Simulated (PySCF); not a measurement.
## Sn⁴⁰⁺: ionisation energy

Sn⁴⁰⁺ [Ne] → Sn⁴¹⁺ [He] 2s2 2p5 [2p1/2^2 2p3/2^3, M_J = 3/2], as a difference of total energies. Calculation: PySCF 2.14, in an uncontracted even-tempered set (17 s from 19 bohr⁻², ratio 2.4; 12 p from 25 bohr⁻², ratio 2.4; 5 d from 95 bohr⁻², ratio 2.6; 4 f from 140 bohr⁻², ratio 2.6); the two-component X2C-1e Hamiltonian. Correlated levels: nothing frozen; the 32 highest virtual spinors dropped. "Screened" scales the spin-orbit matrix elements by Boettger's factors to mimic the two-electron term; Breit and QED terms are absent.

```csv
method,ionisation energy (eV)
GHF (spin-free),6492.9
GMP2 (spin-free),6494.4
GHF (screened spin-orbit),6417.4
GMP2 (screened spin-orbit),6418.9
```

For this ion Breit and QED terms and the two-electron picture change, all absent here, outweigh the correlation shift from GHF to GMP2.

The spin-free rows lack the spin-orbit shift.

For comparison: 6421 ± 3 eV (semi-empirical (NIST evaluation); NIST Atomic Spectra Database, ionization energies).
